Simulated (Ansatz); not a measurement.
Born–Oppenheimer molecular dynamics of ClGeH$_{3}$O (6 atoms, charge 0, multiplicity 1). It starts at the highest image of a converged band, a first-order saddle point between two minima.

The calculation used RKS PBE-D4/def2-SVP in Ansatz.

```
ensemble                      : NVE (velocity Verlet)
time step                     : 0.5 fs
steps asked                   : 200
starting velocities drawn for : 300 K
seed                          : 5501
```

Frames 5 fs apart, positions in Å, forces in eV/Å.

Velocities at 30 fs (Å/ps):

```
Ge 2.45 0.41 5.62
Cl -3.68 -0.57 -6.18
H -87.33 3.97 -100.65
O 2.08 -2.16 -3.30
H -3.00 3.40 5.87
H 10.41 17.29 -40.45
```

```xyz
6
Properties=species:S:1:pos:R:3:forces:R:3 time_fs=30 energy_less_start_eV=-1.138 T=2499
Ge 0.243 -0.045 -0.468 1.37 -0.28 0.63
Cl 1.098 -0.032 1.932 -0.86 -0.12 -2.43
H 1.420 0.272 -1.565 -0.62 -0.42 1.11
O -0.772 1.385 -0.724 0.15 0.18 -0.02
H -1.663 1.188 -0.409 -0.59 0.12 0.24
H -0.635 -1.359 -0.796 0.55 0.52 0.47
6
Properties=species:S:1:pos:R:3:forces:R:3 time_fs=35 energy_less_start_eV=-0.706 T=1666
Ge 0.257 -0.043 -0.439 0.96 0.51 -0.51
Cl 1.077 -0.036 1.893 -0.68 -0.12 -2.41
H 0.960 0.245 -1.904 0.76 -0.20 1.50
O -0.766 1.375 -0.738 -1.09 0.33 0.61
H -1.672 1.234 -0.374 0.37 0.27 0.00
H -0.546 -1.254 -0.924 -0.32 -0.78 0.80
6
Properties=species:S:1:pos:R:3:forces:R:3 time_fs=40 energy_less_start_eV=-0.573 T=1409
Ge 0.274 -0.040 -0.412 -0.49 -0.02 -0.21
Cl 1.051 -0.040 1.838 -0.45 -0.04 -2.11
H 0.674 0.174 -1.915 1.80 0.14 0.42
O -0.773 1.370 -0.744 -0.63 0.38 0.57
H -1.649 1.339 -0.314 0.03 0.11 0.23
H -0.512 -1.303 -0.857 -0.26 -0.57 1.10
6
Properties=species:S:1:pos:R:3:forces:R:3 time_fs=45 energy_less_start_eV=-1.168 T=2558
Ge 0.290 -0.037 -0.386 -2.00 -0.97 0.17
Cl 1.023 -0.044 1.768 -0.06 0.16 -1.34
H 0.793 0.126 -1.817 1.51 0.04 -0.03
O -0.789 1.371 -0.742 -0.12 -0.04 0.49
H -1.605 1.463 -0.211 0.16 -0.08 0.16
H -0.526 -1.461 -0.547 0.51 0.89 0.56
6
Properties=species:S:1:pos:R:3:forces:R:3 time_fs=50 energy_less_start_eV=-1.580 T=3354
Ge 0.300 -0.037 -0.360 -1.16 -0.31 -1.05
Cl 0.994 -0.047 1.690 0.61 0.53 0.32
H 1.237 0.087 -1.683 -0.30 -0.12 1.19
O -0.808 1.371 -0.733 0.21 -0.39 0.45
H -1.511 1.573 -0.071 0.49 -0.33 -0.21
H -0.443 -1.442 -0.119 0.15 0.63 -0.71
6
Properties=species:S:1:pos:R:3:forces:R:3 time_fs=55 energy_less_start_eV=-1.080 T=2389
Ge 0.305 -0.037 -0.337 -0.11 0.83 -2.27
Cl 0.969 -0.046 1.615 1.53 1.00 3.08
H 1.627 0.025 -1.308 -1.32 -0.01 0.51
O -0.821 1.364 -0.719 0.97 -0.75 -0.33
H -1.350 1.618 0.053 -0.12 -0.07 0.32
H -0.342 -1.307 0.156 -0.94 -1.00 -1.31
6
Properties=species:S:1:pos:R:3:forces:R:3 time_fs=60 energy_less_start_eV=-0.610 T=1480
Ge 0.310 -0.036 -0.321 -1.83 -0.52 -2.68
Cl 0.955 -0.040 1.560 1.76 0.99 5.62
H 1.748 -0.040 -0.837 -0.16 0.10 -1.33
O -0.823 1.349 -0.705 0.40 -0.26 0.76
H -1.168 1.628 0.189 0.22 -0.17 -0.80
H -0.426 -1.348 0.119 -0.39 -0.14 -1.57
6
Properties=species:S:1:pos:R:3:forces:R:3 time_fs=65 energy_less_start_eV=-0.571 T=1404
Ge 0.309 -0.036 -0.315 -2.09 -1.99 -3.97
Cl 0.952 -0.026 1.543 1.22 0.53 6.32
H 1.805 -0.083 -0.651 -0.06 0.15 -1.76
O -0.817 1.327 -0.685 0.61 -0.29 -0.28
H -0.973 1.629 0.222 -0.39 0.59 0.39
H -0.594 -1.422 -0.266 0.71 1.01 -0.71
6
Properties=species:S:1:pos:R:3:forces:R:3 time_fs=70 energy_less_start_eV=-1.128 T=2481
Ge 0.302 -0.043 -0.321 -0.16 -1.91 -4.53
Cl 0.957 -0.009 1.567 0.67 0.05 4.48
H 1.826 -0.088 -0.855 -1.04 0.27 -0.63
O -0.803 1.304 -0.663 0.01 0.92 1.14
H -0.843 1.728 0.240 -0.22 0.14 -0.93
H -0.615 -1.289 -0.814 0.73 0.52 0.48
6
Properties=species:S:1:pos:R:3:forces:R:3 time_fs=75 energy_less_start_eV=-1.309 T=2830
Ge 0.293 -0.055 -0.342 0.83 -0.64 -3.50
Cl 0.967 0.009 1.621 0.21 -0.33 1.86
H 1.637 -0.029 -1.210 -0.23 0.35 0.51
O -0.789 1.292 -0.629 -0.60 0.86 0.15
H -0.766 1.899 0.127 -0.01 0.45 0.10
H -0.482 -1.047 -1.266 -0.21 -0.69 0.89
6
Properties=species:S:1:pos:R:3:forces:R:3 time_fs=80 energy_less_start_eV=-0.878 T=1999
Ge 0.288 -0.070 -0.375 0.69 0.39 -2.15
Cl 0.978 0.024 1.688 -0.11 -0.57 -0.11
H 1.403 0.114 -1.462 0.96 0.35 0.83
O -0.784 1.296 -0.589 -1.05 1.51 0.47
H -0.694 2.107 -0.029 0.19 -0.75 -0.33
H -0.388 -0.947 -1.502 -0.68 -0.94 1.29
6
Properties=species:S:1:pos:R:3:forces:R:3 time_fs=85 energy_less_start_eV=-1.004 T=2242
Ge 0.284 -0.083 -0.415 0.72 1.53 -1.09
Cl 0.989 0.036 1.755 -0.33 -0.64 -1.24
H 1.361 0.328 -1.516 0.59 -0.21 0.93
O -0.795 1.318 -0.544 -1.09 0.09 -0.09
H -0.569 2.212 -0.231 0.39 -0.30 0.19
H -0.438 -1.058 -1.438 -0.28 -0.49 1.29
```

Of the whole run (100 fs, mean temperature of the second half 2254 K): The conserved energy stayed within 0.18 meV per atom of its start (net change 0.045 meV per atom), so the integration is sound. The kinetic energy rose, since the run started high on the potential surface and went downhill. A run of 0.1 ps of so small a system gives no equilibrium averages. The orbitals stay closed-shell, which can raise the energy where a bond breaks towards radicals; this wasn't checked here.

The run took 5.8 min on 1 thread of Arm Neoverse V1, with other jobs on the host, peak memory 0.14 GiB.
